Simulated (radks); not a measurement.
Results of a calculation; reference values are marked as such.
Cd+, configuration [Ar] 3d10 4s2 4p4 4d10 5s1 5d2 (not the ground configuration).

Level of theory: Dirac Kohn-Sham, PBE, spin-unpolarised, spherical densities, point nucleus; open shells are shared between the two j in proportion to 2j + 1 (a radial shooting solver on a logarithmic mesh with Libxc functionals).

Energy parts (eV):
part                       energy
total                 -152101.836
kinetic                159500.813
electron-nucleus      -367661.825
Hartree                 60229.716
exchange-correlation    -4170.540

Orbitals (lengths in bohr, moments of r in powers of bohr; <r^-3> diverges for s and p1/2; r(max) is where P^2 peaks):
orbital     occ.  eigenvalue (eV)  <r^-3>      <r>   r(max)   <1/r>
1s1/2          2        -26546.59       -  0.03039  0.01967   50.65
2s1/2          2        -3968.917       -   0.1313   0.1113   11.69
2p1/2          2        -3697.415       -   0.1112  0.08596   11.68
2p3/2          4        -3504.863    3752   0.1164  0.09030   10.94
3s1/2          2        -767.0865       -   0.3579   0.3240   4.106
3p1/2          2        -658.2183       -   0.3492   0.3104   4.013
3p3/2          4        -623.8115   682.4   0.3602   0.3204   3.834
3d3/2          4        -431.1036   105.7   0.3324   0.2641   3.673
3d5/2          6        -424.1104   99.19   0.3359   0.2670   3.626
4s1/2          2        -136.2827       -   0.8680   0.7915   1.602
4p1/2    1.33333        -100.8542       -   0.9201   0.8223   1.489
4p3/2    2.66667         -94.7541   121.1   0.9482   0.8461   1.433
4d3/2          4         -39.4105   13.04    1.145   0.9442   1.162
4d5/2          6         -38.5670   12.14    1.157   0.9532   1.148
5s1/2          1         -21.9945       -    2.277    2.002  0.5719
5d3/2        0.8          -5.5364  0.6989    4.442    3.821  0.2821
5d5/2        1.2          -5.4915  0.6580    4.473    3.851  0.2800

The highest occupied level is 5d5/2 at -5.492 eV. Summed over all electrons, <r^2> = 75.19 bohr^2, which gives a Langevin (diamagnetic) susceptibility term of -59.5 x 10^-6 cm^3/mol.
